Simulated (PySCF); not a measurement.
Gas-phase reaction: 3 SnHCl + SnH4 = SnHCl3 + 3 SnH2

Computed with PySCF and rigid-rotor harmonic-oscillator thermochemistry at 1 bar. † marks an energy on the PBE0/def2-TZVP geometry and frequencies; other levels use their own. MP2 and CCSD(T) freeze the core. All species are closed-shell singlets. Sn: scalar-relativistic def2 core potential, no spin-orbit coupling. SnHCl, SnHCl3, SnH2: computed as isolated molecules; such fragments, hydroxides, amides, oligomers or adducts are transient or little studied in the gas. MP2 isn't extrapolated to the basis-set limit; its ΔH°(298 K) is 134.0 kJ in def2-SVP and 161.1 kJ in def2-TZVPP. CCSD(T) isn't extrapolated to the basis-set limit; its ΔH°(298 K) is 131.9 kJ in def2-SVP and 150.9 kJ in def2-TZVPP. The harmonic model lacks anharmonicity and excited electronic states, which grow with temperature; levels with a mode under 35 cm⁻¹ are left out. Soft modes under 120 cm⁻¹ make the harmonic entropy rough for SnHCl3.

| level | ΔE electronic, kJ | ΔH°(298 K), kJ | ΔS°(298 K), J/K | ΔG°(1200 K), kJ |
|---|---|---|---|---|
| CCSD(T)/def2-TZVPP† | 159 | 151 | -16 | 165 |
| MP2/def2-SVP† | 142 | 134 | -16 | 148 |
| PBE/def2-SVP | 177 | 170 | -15 | 182 |
| PBE0/def2-QZVP† | 174 | 167 | -16 | 181 |
| ωB97X-V/def2-TZVP† | 163 | 155 | -16 | 169 |
ΔH° is lowest at MP2/def2-SVP† and highest at PBE/def2-SVP. No reference value is set beside these.
